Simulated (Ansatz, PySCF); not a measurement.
methyl(silyloxy)silane (CH₈OSi₂), SMILES C[SiH2]O[SiH3]. Atoms are numbered in the order given.

```xyz
12

Si     1.7824     0.6339     0.8038
O      0.2523     0.1949     0.3539
Si    -0.6891    -0.4949    -0.8307
C     -2.4675    -0.4676    -0.2748
H      2.6760    -0.5633     0.8639
H      2.3562     1.6112    -0.1713
H      1.7153     1.2656     2.1519
H     -0.5208     0.2745    -2.1035
H     -0.2307    -1.8997    -1.0678
H     -3.1179    -0.9208    -1.0395
H     -2.5916    -1.0320     0.6619
H     -2.8062     0.5652    -0.1020
```
Charge 0, spin multiplicity 1.

Coordinates come from a PBE0-D3(BJ)/def2-SVP optimisation. One conformer was computed; it need not be the lowest.

Vertical ionisation energy (IE) and electron affinity (EA) in eV. Rows of orbital energies are one-electron estimates. Where ΔSCF, EOM or ADC give a negative EA the extra electron is unbound and the value depends on the basis.

| level | IE | EA |
|---|---|---|
| −ε(HOMO), −ε(LUMO), ωB97X/def2-TZVP (PySCF) | 10.94 | -2.04 |
| −ε(HOMO), −ε(LUMO), PBE/def2-TZVP (PySCF) | 7.08 | 0.82 |
| ΔSCF, CAM-B3LYP/def2-SVPD (Ansatz), final states of multiplicity 2 and 2 | 10.73 | -1.59 |
| ΔSCF, PBE/def2-SVPD (Ansatz), final states of multiplicity 2 and 2 | 9.93 | -1.22 |

**Question.** What vertical singlet–triplet gap does ΔSCF give with CAM-B3LYP/def2-SVPD (Ansatz, a first-principles code) and with PBE/def2-SVPD (Ansatz)? (Estimate from the structure and the level; the computed values follow.)

**Answer.** 7.23 and 6.14 eV (triplet above singlet where positive).
